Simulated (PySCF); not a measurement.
Ligands exchanged one at a time, Al Br-SH. Gas-phase values, no solvent. One relaxed conformer stands for each flexible species; it need not be the lowest. Strings in code marks are SMILES.

The HOMO–LUMO gap from two functionals at the same geometries (B3LYP-D3(BJ)/def2-TZVP), both in PySCF: PBE-D3(BJ)/def2-TZVP and ωB97X-D3(BJ)/def2-TZVP. 

| species | PBE-D3(BJ)/def2-TZVP (eV) | ωB97X-D3(BJ)/def2-TZVP (eV) |
|---|---|---|
| 0 of 3 Br replaced by SH (`[Br][Al]([Br])[Br]`) | 4.92 | 11.40 |
| 1 of 3 Br replaced by SH (`[Al]([Br])([Br])[SH]` (H–S–Al–Br torsion 0°)) | 4.87 | 11.32 |
| 2 of 3 Br replaced by SH (`[SH][Al]([SH])[Br]` (H–S–Al–Br torsion -180°, Br–Al–S–H torsion 0°)) | 4.90 | 11.30 |
| 3 of 3 Br replaced by SH | 5.01 | 11.40 |

Over these rows, drawn at random from the members with no instability flagged (it was tested for open shells, ions and some series alone), PBE minus ωB97X-D3(BJ): mean -6.43 eV, from -6.48 eV to -6.39 eV.
